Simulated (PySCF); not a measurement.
Computed with PBE-D3(BJ)/def2-TZVP // B3LYP-D3(BJ)/def2-TZVP (PySCF). Gas-phase values, no solvent. One relaxed conformer stands for a flexible species; it need not be the lowest. Excitations are Tamm–Dancoff values on a coarser integration grid. The basis has no diffuse functions, so Rydberg states are missing or too high.

Reference species (SMILES): `[CH3][In]([CH3])[CH3]` (neutral, multiplicity 1).

The T1 excitation (TDA) is 4.08 eV and the LUMO comes out as -1.61 eV.

Changed species: `[OH][In]([OH])[OH]` (3 of 3 CH3 replaced by OH; the reference has 0 of 3 CH3 replaced by OH).

**Question.** Give the shifts of the T1 excitation (TDA) and LUMO.

**Answer.** the T1 excitation (TDA) falls by 0.24 eV, to 3.84 eV; the LUMO drops by 1.30 eV, to -2.91 eV.
